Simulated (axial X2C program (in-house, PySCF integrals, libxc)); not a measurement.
# Potential curves of NaGe⁺, spin-free

All values were computed with an in-house all-electron X2C program for linear molecules (integrals from PySCF). Spin-free means the one-electron spin-free X2C Hamiltonian. Basis: Ge dyall-cv3z [9s9p7d4f1g], Na dyall-cv3z [9s8p5d2f] (cores contracted in-house); Gaussian nuclei, density fitting, unrestricted open shells. Masses: Ge 73.921 u, Na 22.990 u.

State: M_S = 1, Λ = 1 (beyond evenly filled blocks: σα, π+α). Energies in kJ/mol from the fragments at the same level (Ge + Na+). Fits are polynomials in 1 − R0/R over 0.85 to 1.23 times the lowest point R0.

```tsv
R (Å)	MP2
2.7762	-29.45
2.9038	-37.96
2.9995	-41.82
3.0953	-44.09
3.1910	-45.12
3.3027	-45.16
3.4144	-44.28
3.5580	-42.24
3.7335	-38.92
3.9887	-33.42
```

Correlated methods: 4 electrons correlated (number of frozen shells: Ge 3 s, 2 p, 1 d; Na 2 s, 1 p), 258 virtual spin orbitals or spinors in MP2.

One determinant describes the state; a PBE0 search over occupations chose it and may have missed a lower one. De is counted from the lowest determinant-based energies of the atoms at the same level, without counterpoise correction. PBE0 can misorder states that lie within some tenths of an eV, so this need not be the ground state of the molecule. The nearest other spin-free determinant of the search, M_S = 0, Λ = 1, lies 0.30 eV up at the distance of the search. The atomic limit has a lower orbital projection than the molecule and lies lower at mean-field level, so De may be about a tenth of an eV too small. With the outer-core shells frozen, correlated bond lengths of heavy atoms tend to come out a few hundredths of an ångström too long. Spin-free De lacks the spin–orbit lowering of the heavy p-block atom, a tenth of an eV or more for 4p and 5p, up to an eV for 6p and one to two eV for 7p atoms, less what an open-shell molecule gains itself. MP2 and coupled cluster on one determinant become unreliable at the stretched end.

Task: What are Re, ωe and De at the MP2 level?

Result: At MP2, spin-free: Re = 3.249 Å, ωe ≈ 117 cm⁻¹, De = 0.47 eV to Ge + Na+; Be follows as 0.091 cm⁻¹.
